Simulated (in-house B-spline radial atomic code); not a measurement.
A fraction x of an electron is removed from 2p in Al3+, starting from [He] 2s2 2p6 and keeping the highest spin. Method: non-relativistic TPSS, spin-polarised, spherical fractional occupations, point nucleus. Calculated with a B-spline radial code for spherical atoms.

```
   x  E(x) - E(0) (eV)  2p down level (eV)
   0            0.0000            -104.548
0.03            3.1506            -105.493
0.21           22.6523            -111.207
0.29           31.6514            -113.773
 0.4           44.3616            -117.326
 0.5           56.2567            -120.581
0.53           59.8888            -121.562
0.68           78.4928            -126.499
0.76           88.7187            -129.153
0.96          115.2173            -135.847
   1          120.6782            -137.196
```

The exact functional would give a straight line between the two integer points. Deviations E(x) - E(0) - x[E(1) - E(0)], in eV: -0.47 at x = 0.03, -2.69 at x = 0.21, -3.345 at x = 0.29, -3.91 at x = 0.4, -4.082 at x = 0.5, -4.071 at x = 0.53, -3.568 at x = 0.68, -2.997 at x = 0.76, -0.634 at x = 0.96.

The curve lies below the straight line by up to 4.082 eV (at x = 0.5): convex, the delocalisation error that favours fractional charges.

(1) How well does Slater's transition state (minus the level at half occupation) give the ionisation energy?

Answers

(1) It gives 120.581 eV against 120.678 eV from the two total energies; NIST lists 119.99 eV, ground level to ground level.
